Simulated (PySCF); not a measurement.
Computed Raman spectrum (relative Raman activity) of a molecule CH3Cl2NSi2. Geometry: r2SCAN-D4/def2-SVP. Other conformers were not sampled. All values below come from r2SCAN-D4/def2-SVP (PySCF). Frequencies are harmonic and unscaled.

Lines under 2 % of the strongest are left out, and lines within 2 cm⁻¹ are merged.

ν (cm⁻¹): 327 (w), 449 (vw), 471 (vw), 656 (w), 687 (vw), 741 (vw), 771 (vw), 938 (w), 1591 (vw), 2229 (vs), 2242 (s), 3041 (vs) (against the strongest line: vs over 80 %, s over 45 %, m over 15 %, w over 4 %, vw less)

Q: Identify the compound among the candidates.
A. Cl[Si]1(Cl)N=C[SiH2]1
B. Cl[Si]1(Cl)C=N[SiH2]1
C. Cl[Si@H]1C=N[Si@@H]1Cl

A: B, Cl[Si]1(Cl)C=N[SiH2]1
